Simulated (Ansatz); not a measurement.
`FC1(Cl)CB1S`, charge 0, multiplicity 1.

Q: Give a relaxed structure at PBE0-D4/def2-TZVP (the Gaussian-basis code of Ansatz). (Estimate.)

A: The calculation gave: 
Z-matrix (Å, degrees):
```
C
Cl 1 1.753
C 1 1.511 2 116.8
F 1 1.355 2 111.5 3 138.9
B 1 1.539 2 118.1 3 -69.4
H 3 1.090 1 113.6 2 144.3
H 3 1.085 1 119.0 2 6.1
S 5 1.741 1 153.0 2 -74.9
H 8 1.347 5 97.8 1 -1.2
```
This is one stationary point; other conformers may exist.
